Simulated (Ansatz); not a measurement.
Cl₂GeH₄O₂Si (`O[Si](O)(Cl)[GeH2][Cl]`) at its PBE0-D4/def2-TZVP geometry, where that method's forces vanish. Charge 0, multiplicity 1.

```xyz
10

O     0.6632   -1.9780    0.1618
Si   -0.1461   -0.6056    0.4712
O     0.4025    0.0249    1.8703
Cl   -2.1677   -0.9532    0.6477
Ge    0.1798    0.8866   -1.3456
Cl   -0.5133    2.7708   -0.5077
H     0.6630   -2.6800    0.8167
H    -0.0392    0.8048    2.2145
H     1.6445    1.1118   -1.7465
H    -0.6867    0.6179   -2.5824
```

Task: What forces (eV/Å) does ωB97M-V/def2-TZVPP give on these atoms in the Gaussian-basis code of Ansatz? (Best estimate.)

Result: The calculation gave: 
```
O1   0.040 -0.113  0.009
Si2 -0.019  0.133 -0.162
O3  -0.006  0.080  0.071
Cl4 -0.027  0.000  0.000
Ge5  0.054 -0.142 -0.047
Cl6 -0.018  0.039  0.026
H7   0.007  0.015 -0.032
H8   0.023 -0.020  0.004
H9  -0.121 -0.015  0.031
H10  0.068  0.024  0.099
```
